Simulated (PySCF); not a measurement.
An equivalent PySCF input for Lu⁺ (lutetium, charge +1), [Xe] 4f14 6s2, closed-shell 1S, with the spin-free X2C one-electron Hamiltonian (Gaussian nucleus):

```python
from pyscf import gto, scf, dft, mp, cc
import basis_set_exchange as bse
mol = gto.M(atom="Lu 0 0 0", charge=1, spin=0, symmetry="D2h",
            basis=gto.basis.parse(bse.get_basis("cc-pVDZ-X2C", elements=["Lu"], fmt="nwchem")),
            nucmod="G")
mf = dft.UKS(mol, xc="PBE").sfx2c1e()
mf.irrep_nelec = {'Ag': (10, 10), 'B1g': (2, 2), 'B2g': (2, 2), 'B3g': (2, 2), 'Au': (1, 1), 'B1u': (6, 6), 'B2u': (6, 6), 'B3u': (6, 6)}
mf.kernel()
```

It reaches the same state as the run whose output follows, with an energy that differs only through the grid. The run itself started from symmetry-adapted Hartree-Fock orbitals and held the occupation by maximum overlap, on a logarithmic radial grid, so the iterations belong to that start.

```
SCF conv_tol = 1e-09
number electrons alpha = 35  beta = 35
XC functionals = PBE
    J. P. Perdew, K. Burke, and M. Ernzerhof.,  Phys. Rev. Lett. 77, 3865 (1996)
    J. P. Perdew, K. Burke, and M. Ernzerhof.,  Phys. Rev. Lett. 78, 1396 (1997)
    J. P. Perdew, K. Burke, and M. Ernzerhof.,  Phys. Rev. Lett. 77, 3865 (1996)
    J. P. Perdew, K. Burke, and M. Ernzerhof.,  Phys. Rev. Lett. 78, 1396 (1997)
cycle= 1 E= -14563.0456078374  delta_E= 0.0118  |g|= 0.717  |ddm|= 1.06
cycle= 2 E= -14562.8797884391  delta_E= 0.166  |g|= 1.55  |ddm|= 0.669
cycle= 3 E= -14563.0887973774  delta_E= -0.209  |g|= 0.00645  |ddm|= 0.482
cycle= 4 E= -14563.088800056  delta_E= -2.68e-06  |g|= 0.00171  |ddm|= 0.0036
cycle= 5 E= -14563.0888003958  delta_E= -3.4e-07  |g|= 0.000102  |ddm|= 0.00159
cycle= 6 E= -14563.0888003978  delta_E= -1.97e-09  |g|= 6.13e-07  |ddm|= 0.000254
cycle= 7 E= -14563.0888003978  delta_E= -5.46e-12  |g|= 5.08e-08  |ddm|= 1.05e-06
converged SCF energy = -14563.0888003978  <S^2> = 2.1316282e-14  2S+1 = 1
```

Spin-orbit coupling, which splits the p, d and f shells strongly at this Z, is absent.
